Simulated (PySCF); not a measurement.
Input of a run (PBE0-D3(BJ)/def2-SVP geometry optimisation, gas phase (PySCF 2.14.0)), started from GFN2-xTB:
```
{"job": {"xc": "PBE0", "basis": "def2-SVP", "d3": "d3bj", "grid": 1, "shake": 0.01, "kind": "geom"}, "charge": 0, "multiplicity": 1}
C     -2.719330    -0.764940    -0.245120
S     -1.032730    -1.141700     0.226400
Si    -0.095850     0.666320    -0.411910
O      1.519300     0.578060    -0.049200
Si     2.837880    -0.034360     0.616090
H     -3.088470     0.127020     0.310970
H     -2.776550    -0.539200    -1.314290
H     -3.330270    -1.600720    -0.014310
H     -0.176480     0.790350    -1.832910
H     -0.646370     1.789280     0.341750
H      2.822600     0.384730     2.035660
H      2.823530    -1.478110     0.487780
H      3.868560     0.622630    -0.161240
```

Output (energies in Eh, forces in Eh/bohr):
```
step   0  E = -1094.49337370  max force = 0.048661
step   1  E = -1094.50468888  max force = 0.008874
step   2  E = -1094.50491661  max force = 0.003572
step   3  E = -1094.50496105  max force = 0.000919
step   4  E = -1094.50498997  max force = 0.001569
step   5  E = -1094.50506617  max force = 0.003559
step   6  E = -1094.50515665  max force = 0.005181
step   7  E = -1094.50522678  max force = 0.004282
step   8  E = -1094.50528135  max force = 0.000792
step   9  E = -1094.50529613  max force = 0.000769
step  10  E = -1094.50530337  max force = 0.000811
step  11  E = -1094.50534700  max force = 0.001709
step  12  E = -1094.50543803  max force = 0.002818
step  13  E = -1094.50558067  max force = 0.002794
step  14  E = -1094.50568525  max force = 0.001911
step  15  E = -1094.50580602  max force = 0.002095
step  16  E = -1094.50587611  max force = 0.001058
step  17  E = -1094.50626608  max force = 0.005044
step  18  E = -1094.50649086  max force = 0.001396
step  19  E = -1094.50683421  max force = 0.003977
step  20  E = -1094.50725734  max force = 0.008065
step  21  E = -1094.50766409  max force = 0.005322
step  22  E = -1094.50828154  max force = 0.002444
step  23  E = -1094.50838043  max force = 0.002941
step  24  E = -1094.50867940  max force = 0.003813
step  25  E = -1094.50889569  max force = 0.002611
step  26  E = -1094.50902912  max force = 0.001014
step  27  E = -1094.50911065  max force = 0.001653
step  28  E = -1094.50913467  max force = 0.001753
step  29  E = -1094.50924498  max force = 0.001479
step  30  E = -1094.50901956  max force = 0.001989
step  31  E = -1094.50935943  max force = 0.001290
step  32  E = -1094.50943534  max force = 0.000872
step  33  E = -1094.50953364  max force = 0.001146
step  34  E = -1094.50957765  max force = 0.000822
step  35  E = -1094.50961945  max force = 0.000508
step  36  E = -1094.50964079  max force = 0.000525
step  37  E = -1094.50965291  max force = 0.000336
optimisation converged
```

Problem. Summarise the run.

Solution. The energy falls by 0.443 eV over 38 energy and gradient evaluations, the largest force component goes from 0.0487 to 3.4e-04 Eh/bohr, and the atoms move by 1.369 Å rms after alignment. The bond that changes most is O4–Si5 (siloxane oxygen to oxygen-bound silicon), which lengthens by 0.067 Å. Bonds longer at the end by more than 0.005 Å: 8 of 12; shorter: 1. Among the angles that change most is Si3–O4–Si5, from 156.2° to 136.5°. Among the dihedrals that turn most is C1–S2–Si3–H10, from 62° to -50°. The energy rose by more than 1e-6 Eh at step 30. The first step brought 70 % of the lowering.

Problem. What are the final bond lengths?

Solution. C1–S2 1.824 Å, S2–Si3 2.132 Å, Si3–O4 1.660 Å, O4–Si5 1.665 Å, C1–H6 1.099 Å, C1–H7 1.099 Å, C1–H8 1.098 Å, Si3–H9 1.489 Å, Si3–H10 1.489 Å, Si5–H11 1.494 Å, Si5–H12 1.493 Å, Si5–H13 1.489 Å. Numbering counts from 1 in the input's order; the species is `CS[SiH2]O[SiH3]`.

The run used 122 basis functions and 246 SCF cycles in all. The run took 6.2 min wall on an Arm Neoverse N1 with one thread, no GPU (shared host), and the process peaked at 0.52 GiB of memory.

Whether it is a minimum is left open (no frequencies). One conformer, not necessarily the lowest.
